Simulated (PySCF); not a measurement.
## C$_{7}$H$_{11}$NOSi: full NMR table

```yaml
Formula: C7H11NOSi
SMILES: C/N=C/c1ccc([SiH2]C)o1
Point_group_of_the_computed_structure: C1
Degrees_of_unsaturation: 4
Carbon_signals: 7
Proton_signals: 6
```

Mapped SMILES: `[CH3:1]/[N:2]=[CH:3]/[c:4]1[cH:5][cH:6][c:7]([SiH2:8][CH3:9])[o:10]1`. Hydrogens are named by the atom that carries them.

- PBE0/pcSseg-1 with gauge-including orbitals
- coordinates at the GFN2-xTB level
- program: PySCF 2.14
- relativity neglected, gas phase, one computed conformer, averaged over atoms made equivalent by symmetry, fast rotation or ring inversion

Shifts are taken against calculated references (same method and geometry level): 1H (σref 31.72) and 13C (σref 186.93) and 29Si (σref 349.16) against TMS; 15N (σref 267.73) against NH3; 17O (σref 336.08) vs H2O.

```tsv
carbon	δC, type	δH (multiplicity)	HMBC from (2–3 bonds)	span of the C tensor (ppm)
C1	52.4, CH3	3.89 (s)	H(C3)	68
C3	155.1, CH	8.29 (s)	H(C5), H(C1)	167
C4	166.7, C	–	H(C3), H(C5), H(C6)	136
C5	118.8, CH	7.56 (m)	H(C3), H(C6)	182
C6	129.7, CH	7.02 (m)	H(C5), H(Si8)	198
C7	159.7, C	–	H(C5), H(C6), H(Si8), H(C9)	150
C9	-9.4, CH3	0.42 (t)	H(Si8)	7
```

Other nuclei:
```csv
atoms,nucleus,environment,δ (ppm),σ (ppm)
H(Si8),1H,hydrogen on a silicon bonded to 2 C,4.76,26.95
Si8,29Si,"silicon bonded to 2 C, 2 H",-59.4,408.6
N2,15N,imine nitrogen,374.0,-106.2
O10,17O,aromatic ring oxygen,324.2,11.9
```

1. Carbon types of the structure: 2 × C, 3 × CH, 2 × CH3, leaving 2 H on heteroatoms.
2. δC 166.7, 159.7: substituted aromatic carbon next to the ring oxygen.
3. δC 155.1: C=N carbon.
4. δC 129.7, 118.8: aromatic CH.
5. δC 52.4: methyl carbon bonded to N; pulled downfield by the heteroatom.
6. δH 0.42: hydrogen on a methyl carbon bonded to Si; an electropositive neighbour shields it, as in TMS itself.

Shifts are as computed. Against solution values, carbons near 30 ppm lie about +3 ppm off and those near 130 ppm about +5 ppm. Of 1211 compounds with measured shifts, 218 miss one by over three times the rms of a fit or turn the order of signals round; such compounds aren't used in these exercises. Unscaled 17O shifts of doubly bonded oxygen tend to come out too high, by tens of ppm or more. Experimental scales use liquid or dissolved standards, which lie at an offset from isolated NH3 (liquid NH3: subtract about 20 ppm) and H2O (liquid H2O: subtract about 36 ppm). Unscaled 15N shifts of sp2 nitrogen come out 20 to 40 ppm too high even then. No couplings were computed; multiplicities are counted from neighbouring protons, with m where these are inequivalent, close in shift, in a saturated or five-membered ring or joined by F or P, and br s for small geminal =CH2 splittings.
